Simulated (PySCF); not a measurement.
**From computed data to an observable: oscillator strength and radiative lifetime**

Ge(H)(SiH3) (GeH₄Si), SMILES [GeH][SiH3] (connectivity only; charge and spin as stated), neutral, multiplicity 1.

Geometry optimised at TPSSh-D3(BJ)/def2-TZVP.

TDDFT-PBE0/def2-SVPD (PySCF) puts the first singlet state with f over 0.02 at 5.79 eV (vertical), with the transition dipole (-0.441, 0.494, 0.000) in atomic units.

Problem. Find the oscillator strength, the wavelength and the radiative lifetime that this transition would have in vacuum if emission retraced absorption.

Solution. 
|μ|² = 0.4385 au, so |μ| = 1.68 D. ΔE = 5.79/27.211 = 0.2128 hartree. f = (2/3) ΔE |μ|² = 0.062 (the program prints 0.062).
λ = 1239.84/5.79 = 214 nm; ν = 46699 cm⁻¹.
Einstein's coefficient A = 0.6670 ν² f s⁻¹ (ν in cm⁻¹) = 9.0e7 s⁻¹, so τ = 1/A = 11 ns. This state is S5; the lower singlets have f = 0.003, 0.003, 0.004, 0.001. The figure is the radiative limit of this one transition; relaxation, internal conversion, crossing to triplets and a medium change what is measured.
